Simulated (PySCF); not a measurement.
## Broadened absorption spectrum of CdMeI

CdMeI, CH3CdI (singlet state).
SMILES: `[CH3][Cd][I]`

Theory: PySCF, TDDFT B3LYP/def2-SVPD, vertical, gas phase, core orbitals frozen in the response, def2 core potentials past Kr. Isolated species at its PBE0-D3(BJ)/def2-SVP geometry, gas phase. Spin–orbit coupling is left out.

Broadening: Gaussians 0.5 eV wide at half height, area fixed by f = 4.319×10⁻⁹ ∫ε dν̃. The width is an assumption, not a result. The curve ends short of the highest state used, and states not computed would add to its high-energy end.

λ (nm), ε (L mol⁻¹ cm⁻¹) and a bar:
```
    209.8       1857 ##########################
    214.1        924 #############
    218.4        721 ##########
    222.7        625 #########
    227.0        492 #######
    231.3        357 #####
    235.6        313 ####
    239.9        444 ######
    244.2        782 ###########
    248.5       1273 ##################
    252.8       1774 #########################
    257.1       2111 #############################
    261.4       2170 ##############################
    265.7       1951 ###########################
    270.0       1554 #####################
    274.3       1109 ###############
    278.6        717 ##########
    282.9        424 ######
    287.2        231 ###
    291.5        117 ##
    295.8         55 #
    300.1         25 
    304.4         10 
    308.6          4
```

**Question.** Locate the maxima and give the states behind the curve.

**Answer.** 260 nm (4.77 eV), ε about 2200, made up of S1 (50%) and S2 (50%) (ε in L mol⁻¹ cm⁻¹; maxima over ε = 5, shares over 10%). At its high-energy end, 5.91 eV, the curve is still rising (ε about 1900, from S7, S8 and S9). The states used: S1 4.77 eV (f 0.020); S2 4.77 eV (f 0.020); S3 5.35 eV (f 0.0000); S4 5.39 eV (f 0.0000); S5 5.39 eV (f 0.0000); S6 5.59 eV (f 0.010); S7 6.01 eV (f 0.0063); S8 6.01 eV (f 0.0057); S9 6.51 eV (f 1.088).

**Question.** On this curve, what absorbance would a 10⁻³ mol/L sample give at 248 nm over a 1 cm path?

**Answer.** 248 nm is 4.999 eV, where ε is about 1200 L mol⁻¹ cm⁻¹, so A = ε c l ≈ 1.2 (Beer–Lambert, with the gas-phase spectrum and the assumed width).

**Question.** Coming from long wavelengths, where does ε first pass 100 L mol⁻¹ cm⁻¹?

**Answer.** At about 292 nm (4.24 eV), 0.53 eV below S1.

**Question.** What would ε be at 4.77 eV, the highest of these maxima, with half the width (0.25 eV)?

**Answer.** About 4360 L mol⁻¹ cm⁻¹ against 2180, a factor of about 2.00; a lone state at its own centre would give exactly 2.

All these states lie below the vertical ionisation energy of 9.53 eV (ΔSCF).

Hardware: one thread, x86-64 server (shared host). Cost: 43 s wall (with the writing of density and orbital grids).
